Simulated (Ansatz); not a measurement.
Input (CCSDT(Q)/cc-pVDZ; Ansatz, a quantum-chemistry and plane-wave program):

Ansatz 0.2 input:
```yaml
crystal:
  periodic: [false, false, false]
  atoms:
    - {symbol: B, position_ang: [-0.08664618, -0.27941326, 0.40456668]}
    - {symbol: H, position_ang: [-0.28860970, -0.93953021, 1.38463408]}
    - {symbol: O, position_ang: [0.50729073, 0.94641059, 0.52449286]}
    - {symbol: H, position_ang: [0.72099413, 1.18137195, 1.43245834]}
    - {symbol: C, position_ang: [-0.47085031, -0.75719182, -0.99552931]}
    - {symbol: H, position_ang: [-0.28754461, -0.15866623, -1.88250333]}
    - {symbol: H, position_ang: [-0.94483291, -1.71424302, -1.18018953]}
basis:
  gaussian:
    orbitals: cc-pVDZ
magnetization: {spin_polarized: true, initial_magnetization: 1}
correlation: {method: ccsdt_q, electrons: outside_noble_gas}
```

Output:

```
Functional definition: HF
integrals: 0.07 GiB planned
1156 factors; integrals over basis functions are off by at most 2.4e-7 eV
mean field: 0.20 GiB planned
mean field evaluation 1: about -3800.9114 eV, gradient 2.2e1 eV
mean field evaluation 2: about -3800.9924 eV, gradient 2.2e1 eV
mean field evaluation 4: about -3803.2294 eV, gradient 2.4e0 eV
mean field evaluation 8: about -3803.2777 eV, gradient 3.0e-1 eV
mean field evaluation 16: about -3803.2800 eV, gradient 2.4e-6 eV
mean field -3803.27998678 eV, -139.7679615583 hartree, gradient 2.4e-6 eV, S^2 0.758569; 0 other end points of the search recorded, 0 dependent functions left out
3 core orbitals not correlated
reference -3803.27998678 eV, -139.7679615583 hartree; 9, 8 occupied and 50, 51 virtual orbitals, 1156 factors
second order -10.51287109 eV of doubles, -0.00000000 eV of singles
coupled cluster: 2.34 GiB planned
cycle   1  -11.07412366 eV  change   -5.6e-1 eV  update   8.8e-2
cycle   2  -11.50085974 eV  change   -4.3e-1 eV  update   3.8e-2
cycle   3  -11.75708082 eV  change   -2.6e-1 eV  update   2.2e-2
cycle   4  -11.74426818 eV  change    1.3e-2 eV  update   7.8e-3
cycle   5  -11.73569274 eV  change    8.6e-3 eV  update   4.8e-3
cycle   6  -11.73954261 eV  change   -3.8e-3 eV  update   2.0e-3
cycle   7  -11.74075744 eV  change   -1.2e-3 eV  update   1.2e-3
cycle   8  -11.74039970 eV  change    3.6e-4 eV  update   5.4e-4
cycle   9  -11.74055134 eV  change   -1.5e-4 eV  update   2.9e-4
cycle  10  -11.74065906 eV  change   -1.1e-4 eV  update   1.1e-4
cycle  11  -11.74050773 eV  change    1.5e-4 eV  update   5.8e-5
cycle  12  -11.74055546 eV  change   -4.8e-5 eV  update   3.0e-5
cycle  13  -11.74056620 eV  change   -1.1e-5 eV  update   1.3e-5
cycle  14  -11.74057329 eV  change   -7.1e-6 eV  update   5.8e-6
cycle  15  -11.74057965 eV  change   -6.4e-6 eV  update   2.5e-6
cycle  16  -11.74058052 eV  change   -8.8e-7 eV  update   9.5e-7
perturbative correction -0.02267223 eV, -0.0008331891 hartree
Total energy: -3815.04323953 eV, -140.2002531237 hartree
```
